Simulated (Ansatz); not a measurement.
A nudged elastic band was laid between two geometries of BH3S + BrH (7 atoms, charge 0, multiplicity 1).

Theory: RKS CAM-B3LYP/def2-SVP (Ansatz).

```yaml
movable_images: 9
climbing_image: yes
spring: 5.0 eV/Å²
optimiser: quadratic models (default)
start_path: through a guess of the saddle point
force_threshold: 0.05 eV/Å
iteration_limit: 60
end_points: relaxed
```

Initial state:

```xyz
7
Properties=species:S:1:pos:R:3
B -0.632 -0.350 -1.112
S 1.057 0.035 -0.727
H -0.921 -1.514 -1.073
H -1.421 0.509 -1.394
H 0.682 -0.084 1.901
Br 0.220 0.023 3.249
H 1.015 1.380 -0.844
```

Final state:

```xyz
7
Properties=species:S:1:pos:R:3
B -0.805 -0.296 -0.154
S 1.129 0.157 -0.621
H -0.817 -1.483 -0.364
H -1.398 0.405 -0.936
H 1.771 -0.386 0.438
Br -1.099 0.193 1.757
H 1.219 1.410 -0.121
```

(1) What changes between the two ends?

(2) What energy profile does the band end with?

(3) What is the geometry of the highest image?

(4) What are the harmonic wavenumbers there?

Answers

(1) Bonds broken: H5–Br6. Bonds formed: B1–Br6, S2–H5. BH3S + BrH becomes BBrH4S.

(2) The forces met the threshold. The highest image is number 6 of 0 to 10, 0.70 eV above the first end and 0.86 eV above the last; the last end lies 0.16 eV below the first. A vibrational analysis at the climbing image gives one clearly imaginary mode, 847i cm⁻¹: a first-order saddle point. The orbitals stay closed-shell, which can raise the energy where a bond breaks towards radicals; this wasn't checked here.

```tsv
image	path coordinate (Å)	energy (eV)	H5–Br6 (Å)	B1–Br6 (Å)	S2–H5 (Å)
0	0.00	0.00	1.43	4.46	2.66
1	0.41	0.00	1.43	4.17	2.70
2	0.82	0.01	1.43	3.86	2.74
3	1.24	0.03	1.43	3.49	2.66
4	1.65	0.12	1.43	3.10	2.42
5	2.06	0.39	1.47	2.69	2.12
6	2.47	0.70	1.64	2.32	1.73
7	2.92	0.25	2.11	2.09	1.40
8	3.37	-0.05	2.65	2.01	1.35
9	3.82	-0.14	3.01	2.00	1.35
10	4.27	-0.16	3.21	1.99	1.35
```

(3) 
```xyz
7
Properties=species:S:1:pos:R:3
B -0.599 -0.328 -0.391
S 1.274 0.054 -0.626
H -0.820 -1.495 -0.548
H -1.360 0.527 -0.742
H 0.842 -0.008 1.050
Br -0.539 -0.151 1.917
H 1.203 1.401 -0.659
```

(4) 847i, 268, 327, 356, 606, 662, 733, 883, 922, 985, 1147, 1187, 2622, 2712, 2749 cm⁻¹.

The run took 3.3 min on 2 threads of Arm Neoverse V2, with other jobs on the host, peak memory 0.2 GiB.
